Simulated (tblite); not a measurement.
A tight-binding relaxation on `c1(ccccc1C(F)=O)C`.

Computed with GFN2-xTB geometry optimisation, gas phase (tblite 0.8.0). Start geometry: from a force field or distance geometry. The input is one job of a driver script: a line of settings, then coordinates in Å.

Command:
```bash
OMP_NUM_THREADS=1 python probes_run.py task.json out
```

Input:
```
{"job": {"kind": "relax", "xc": "GFN2-xTB", "basis": "xTB"}, "charge": 0, "multiplicity": 1}
C     -1.760600    -1.206900    -0.143600
C     -0.414800    -0.563500    -0.071200
C      0.734400    -1.399500    -0.117700
C      2.011500    -0.851800    -0.058800
C      2.188200     0.512300     0.088700
C      1.072300     1.351700     0.139500
C     -0.221100     0.824800     0.068000
C     -1.344700     1.786900     0.148100
O     -1.208800     2.986800     0.260300
F     -2.610200     1.318800     0.085000
H     -1.701900    -2.294400    -0.245300
H     -2.344700    -1.002800     0.769700
H     -2.317700    -0.830900    -1.007000
H      0.619400    -2.475200    -0.226500
H      2.874200    -1.507900    -0.096100
H      3.188400     0.934200     0.148700
H      1.229100     2.429500     0.248400
```

Q: Estimate the output.

A: 
```
step      E/eV     max force
  0    -802.32624    2.191
  1    -802.36076    2.490
  2    -802.40323    0.454
  3    -802.41451    0.340
  4    -802.42656    0.270
  5    -802.43293    0.150
  6    -802.43515    0.123
  7    -802.43730    0.104
  8    -802.43831    0.077
  9    -802.43909    0.072
 10    -802.43962    0.076
 11    -802.44005    0.067
 12    -802.44032    0.038
 13    -802.44050    0.036
 14    -802.44066    0.037
 15    -802.44086    0.042
 16    -802.44107    0.044
 17    -802.44121    0.028
 18    -802.44128    0.023
 19    -802.44131    0.020
 20    -802.44133    0.010
 21    -802.44134    0.008
```

«max force» is the largest atomic force in eV/Å.

Q: From which step on does the largest force stay under 0.1 eV/Å, and how much energy is left to gain from there?

A: From step 8 (0.077 eV/Å), 3.0 meV above the end.

Summary of the converged run: energy lowered by 2.7 kcal/mol over 21 steps; largest atomic force 0.008 eV/Å at the end.

Q: Give the final coordinates.

A: 0.035 Å rms from the input after alignment:
```
atom  x, y, z in Å
C1    -1.7608   -1.2240   -0.1441
C2    -0.4170   -0.5749   -0.0627
C3     0.7193   -1.3756   -0.1208
C4     1.9948   -0.8477   -0.0489
C5     2.1738    0.5211    0.0846
C6     1.0676    1.3390    0.1432
C7    -0.2290    0.8118    0.0718
C8    -1.2889    1.8175    0.1498
O9    -1.1690    2.9935    0.2607
F10   -2.5601    1.3154    0.0845
H11   -1.6537   -2.3011   -0.2465
H12   -2.3466   -1.0162    0.7496
H13   -2.3236   -0.8477   -0.9966
H14    0.5962   -2.4437   -0.2255
H15    2.8506   -1.5046   -0.0966
H16    3.1662    0.9406    0.1416
H17    1.1734    2.4086    0.2460
```

On one thread, Arm Neoverse V1 (aarch64), shared host with 64 logical CPUs at a one-minute load of 13, this took 0.14 s of wall time.
Labels such as C1 count atoms from 1, the log's own numbers from 0.
